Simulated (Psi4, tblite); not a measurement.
Approach curve of the dimer C3H8 ··· F4Si (SMILES CCC and F[Si](F)(F)F). Monomers: optimised at B3LYP-D3(BJ) (def2-TZVP), held rigid. Orientation: lowest of the rigid-body minima from ten starts at GFN2-xTB. Only R, the distance of the centres of mass, is varied, so the lowest point isn't the relaxed dimer.

- GFN2-xTB (tblite)
- SAPT0/jun-cc-pVDZ, frozen core (Psi4)

Interaction energies in kJ/mol; the last columns give the difference from SAPT0:

| R / Å | GFN2-xTB | SAPT0/jun-cc-pVDZ | GFN2-xTB − SAPT0/jun-cc-pVDZ |
|---|---|---|---|
| 3.46 | 8.45 | 22.47 | -14.02 |
| 3.70 | -5.65 | 6.30 | -11.95 |
| 3.84 | -8.76 | 1.79 | -10.55 |
| 4.06 | -10.08 | -1.59 | -8.49 |
| 4.27 | -9.52 | -2.63 | -6.89 |
| 4.45 | -8.54 | -2.75 | -5.79 |
| 4.77 | -6.60 | -2.31 | -4.30 |
| 5.08 | -4.96 | -1.74 | -3.23 |
| 5.53 | -3.21 | -1.08 | -2.13 |
| 6.23 | -1.65 | -0.52 | -1.13 |
| 7.28 | -0.68 | -0.19 | -0.49 |
| 8.52 | -0.29 | -0.07 | -0.22 |

GFN2-xTB is furthest from SAPT0/jun-cc-pVDZ at 3.46 (-14.02 kJ/mol, below); its mean absolute difference over the points is 5.77 kJ/mol.
